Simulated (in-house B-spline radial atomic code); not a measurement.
## RPA and G0W0 on wB97X: I VII (I6+)

Configuration [Kr] 4d10 5s1, highest spin, mean-field start wB97X. Computed with an all-electron radial atomic-structure program (B-spline basis): all electrons, scalar-relativistic (spin-free one-electron X2C), finite nucleus, each spin shell either full or empty, empty states to l = 9 with an (l + 1/2)⁻⁴ tail; G0W0 by contour deformation at full frequency.

Command:
```bash
python run_gw.py task.json out
```
Settings (radii: box in bohr, nucleus in fm):
```
Z                        53
electrons                47
configuration            [Kr] 4d10 5s1
hamiltonian              x2c
method                   wb97x
lmax                     9
rms_radius               4.75
spin_polarised           True
box_radius               9.29
intervals                66
ion_configuration        [Kr] 4d10
```

Time taken, with all properties: 13 s on 1 thread of Arm Neoverse N1, on a shared host.

Energies (hartree):

| term | value |
| --- | --- |
| mean-field total | -7107.69571 |
| Hartree-Fock functional on these orbitals | -7104.70812 |
| direct second order | -4.1229 |
| second-order exchange | 1.142 |
| SOSEX correction | 1.0777 |

Q: What is the RPA correlation energy, and what remains with SOSEX?

A: RPA gives -3.7012 hartree (-2.14 eV per electron); RPA + SOSEX gives -2.6235, and the second-order doubles -2.9809 hartree (no singles). RPA lacks exchange-type terms and so overcorrelates at short range.

Quasi-particle levels (eV):

```csv
level,occupied,mean field,Σx - vxc,Σc,QP weight,G0W0
5s up,yes,-85.73,-0.38,?,?,?
4d down,yes,-129.31,-6.23,0.17,0.965,-135.37
4d up,yes,-129.54,-6.39,0.23,0.955,-135.70
5s down,no,-75.27,3.69,-2.80,0.973,-74.37
```

G0W0 = mean field + (Σx - vxc) + Σc, with Σc (partial-wave tail included) taken at the quasi-particle energy. Only the outer levels were computed. Levels of low weight are left out.

Q: Where does G0W0 put 5s up?

A: At -88.29 eV, with Σc = -2.18 eV and a quasi-particle weight of 0.979. The tabulated removal energy is 87.61 ± 0.06 eV (NIST, semi-empirical); the calculation leaves out spin-orbit coupling, Breit and QED terms, and what these don't explain is the method's own error.

Q: What does it cost to remove one electron (to [Kr] 4d10) by differences of total energies, each species on its own start (correlation terms add to the Hartree-Fock functional)?

A: wB97X 87.16 eV, Hartree-Fock functional 85.91 eV, + RPA 88.03 eV, + RPA + SOSEX 87.42 eV, + second order 88.25 eV. Tabulated: 87.61 ± 0.06 eV (NIST, semi-empirical); the calculation leaves out spin-orbit coupling, Breit and QED terms, and what these don't explain is the method's own error.
